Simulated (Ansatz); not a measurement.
Cd₃Te₃ (the lowest singlet isomer of a short search). Charge 0, multiplicity 1. Geometry PBE-D4/def2-SVP, basis def2-TZVP, Ansatz.

```xyz
6

Cd    1.158    1.203    0.908
Cd   -1.276    0.393   -0.844
Cd    0.681   -1.649   -2.072
Te    0.017    2.820   -0.917
Te   -1.670   -1.349    1.274
Te    1.091   -1.418    1.651
```

```
run  HOMO (eV)  LUMO (eV)
  A      -5.99      -2.75
  B      -5.01      -3.39
  C      -5.48      -3.12
  D      -4.85      -3.32
  E      -5.21      -3.32
  F      -5.84      -2.78
```

In the def2 sets Cd, Te take a core potential; there is no spin–orbit coupling. HSE06 is defined as in plane-wave codes, on full-range PBE exchange. The structure comes from a short search, and lower isomers may exist.

The runs used BLYP, HSE06, PBE, PBE0, r2SCAN, r2SCAN0. Estimate which is which.

A r2SCAN0 (25 % exact exchange); B PBE (0 % exact exchange); C HSE06 (range-separated); D BLYP (0 % exact exchange); E r2SCAN (0 % exact exchange); F PBE0 (25 % exact exchange). Exact exchange lowers occupied and raises empty levels; among semilocal functionals meta-GGAs tend to open the gap a little, and such runs are hard to tell apart. The gap grows from 1.53 eV (BLYP) to 3.23 eV (r2SCAN0).
